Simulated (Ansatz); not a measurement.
FeCl3. Total charge 0; sextet. Geometry r2SCAN-D4/def2-SVP; atoms count from 1.

```xyz
4

Fe    0.0023    0.0029   -0.0083
Cl    1.5943   -1.4335    0.0202
Cl   -1.9305   -0.5544   -0.7516
Cl    0.3339    1.9850    0.7397
```

Problem. Estimate the Mulliken populations from the PBE0/def2-TZVP orbitals of Ansatz.

Solution. 
```tsv
atom	charge (e)	spin (α − β)	d electrons
Fe1	0.91	4.10	6.11
Cl2	-0.30	0.30	–
Cl3	-0.30	0.30	–
Cl4	-0.30	0.30	–
```
Mulliken values and Mayer orders depend strongly on the basis.

Problem. Where does the spin sit?

Solution. Summed by element: Fe 4.10, Cl 0.90, of 5 unpaired in all. Largest on single atoms: Fe1 4.10, Cl2 0.30, Cl4 0.30.

Problem. And the Mayer bond orders between bonded heavy atoms (over 0.3)?

Solution. Fe1–Cl2 1.13 (2.14 Å); Fe1–Cl3 1.13 (2.14 Å); Fe1–Cl4 1.13 (2.14 Å).
